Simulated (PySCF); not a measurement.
# Spinor energies of Nd⁻ (neodymium, charge -1)

Start: [Xe] 4f4 6s2 6p1; 4f5/2 filled at m_j = -1/2, +1/2, +3/2, +5/2; 6p1/2 filled at m_j = +1/2. Calculated with PySCF 2.14 in x2c-TZVPall-2c with one added diffuse shell each of s, p, d, f type (12s12p11d5f1g, 147 functions): generalised Hartree-Fock with the X2C-1e Hamiltonian and a Gaussian nucleus; one run each with spin-orbit coupling (SO) switched off, then screened by Boettger's factors.

| spinor shell | electrons | ε, spin-free (eV) | ε, screened SO (eV) | weight of nominal j (screened SO) | rms radius, screened SO (bohr) |
| --- | --- | --- | --- | --- | --- |
| 1s1/2 | 2 | -43779.6 | -43772.9 | 1.000 | 0.0269 |
| 2s1/2 | 2 | -7191.3 | -7189.2 | 1.000 | 0.109 |
| 2p1/2 | 2 | -6421.8 | -6786.5 | 1.000 | 0.0938 |
| 2p3/2 | 4 | -6421.8 | -6262.4 | 1.000 | 0.0998 |
| 3s1/2 | 2 | -1604.7 | -1603.9 | 1.000 | 0.283 |
| 3p1/2 | 2 | -1356.6 | -1431.2 | 1.000 | 0.275 |
| 3p3/2 | 4 | -1356.6 | -1323.5 | 1.000 | 0.288 |
| 3d3/2 | 4 | -1012.2 | -1026.0 | 0.997 | 0.260 |
| 3d5/2 | 6 | -1012.2 | -1002.2 | 0.998 | 0.263 |
| 4s1/2 | 2 | -336.82 | -336.54 | 1.000 | 0.645 |
| 4p1/2 | 2 | -252.89 | -270.28 | 0.982 | 0.668 |
| 4p3/2 | 4 | -252.89 | -244.95 | 0.991 | 0.694 |
| 4d3/2 | 4 | -130.39 | -136.63 | 0.773 | 0.762 |
| 4d5/2 | 6 | -130.39 | -125.93 | 0.848 | 0.767 |
| 5s1/2 | 2 | -47.135 | -47.050 | 1.000 | 1.59 |
| 5p1/2 | 2 | -24.470 | -27.260 | 0.923 | 1.79 |
| 5p3/2 | 4 | -24.470 | -23.145 | 0.961 | 1.90 |
| 4f5/2 | 4 | -8.765 | -8.731 | 0.699 | 1.16 |
| 6s1/2 | 2 | -1.643 | -1.621 | 0.984 | 5.66 |
| 6p1/2 | 1 | 0.086 | 0.055 | 0.583 | 8.48 |

| quantity | spin-free | screened SO |
| --- | --- | --- |
| E (hartree) | -9617.45612 | -9622.27476 |
| M_J | 9/2 | 9/2 |
| ⟨J²⟩ | 29.975 | 29.786 |
| ⟨L²⟩ | 56.163 | 55.992 |
| ⟨S²⟩ | 8.811 | 8.780 |

The configuration of this anion was assumed by filling the next shell in order. It is not the known or likely ground configuration (Ca⁻, Sr⁻ and Ba⁻, for instance, bind a p electron), so these values are not the electron affinity of the element. At GHF the highest occupied level has a positive energy, so only the finite basis holds that electron. The determinant has a definite M_J but mixes levels of different J.

Each row is a mean over spinors that exchange with the open shell spreads, by up to 10.016 eV (4d3/2).

Rows whose weight is well below 1 are mixtures of j = l ± 1/2: exchange outweighs spin-orbit coupling there, and the label is only the starting occupation.

Breit and QED terms are absent; they matter most for the inner s and p1/2 levels.

Densities and radii are taken from the X2C orbitals without a picture-change correction, which distorts them close to the nucleus.

Without spin-orbit coupling the j labels of p, d and f shells carry no meaning; the spin-free column gives the mean over the occupied spinors of each nl shell.
